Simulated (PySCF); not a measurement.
Species: cyclopentanecarbonyl chloride, C6H9ClO.
SMILES: `O=C(Cl)C1CCCC1`

Level of theory: TDDFT B3LYP/def2-SVPD, vertical, gas phase, core orbitals frozen in the response in PySCF 2.14.0, density-fitted response routines. One conformer (not necessarily the lowest) at the GFN2-xTB geometry, without solvent, vibrations or thermal averaging.

For one non-degenerate pair of states in vacuum, A = 0.6670 f ν̃² s⁻¹ with ν̃ in cm⁻¹, τ = 1/A, |μ|² = 3f / (2ΔE) in atomic units, and the integrated cross-section is ∫σ dE = 109.76 f Mb·eV.

The rates are for emission to S0 at the absorption energy, with no other channel.

Energies and rates of the computed singlets with f of 0.002 or more:

```
state  ν̃ (cm⁻¹)   A (s⁻¹)
   S3      53690  2.22×10⁷
   S5      58970  4.69×10⁶
   S6      60100  4.01×10⁷
   S7      60770  1.75×10⁸
   S8      61430  9.40×10⁷
```

Which f and |μ| stand behind these rates?

f = A / (0.6670 ν̃²), and |μ| follows from f:

```
state       f  |μ| (D)       τ  main configurations (H = HOMO, L = LUMO)
   S3   0.012     0.68   45 ns                   H-2→L (84%), H→L+2 (9%)
   S5  0.0020     0.27  210 ns                  H-5→L (71%), H-4→L (14%)
   S6   0.017     0.77   25 ns                  H-4→L (71%), H-5→L (16%)
   S7   0.071     1.58  5.7 ns     H-6→L (62%), H-4→L (12%), H→L+1 (10%)
   S8   0.037     1.14   11 ns     H→L+1 (59%), H-7→L (20%), H-6→L (10%)
```

By what factor does the largest A in the list exceed the smallest?

S7 has 37 times the rate of S5.

What is the integrated cross-section of all computed states together?

Σf = 0.140 over S1 to S8, so 109.76 × Σf ≈ 15.4 Mb·eV.

Suppose S3 emitted 0.3 eV lower with the same transition dipole. How would A change?

At fixed |μ|, A goes as the cube of the energy: (6.36/6.66)³ = 0.87, which makes τ about 52 ns.

The run took 81 s wall (with the writing of density and orbital grids) on Arm Neoverse V1, one thread, on a shared host, and the process peaked at 0.90 GiB of memory.
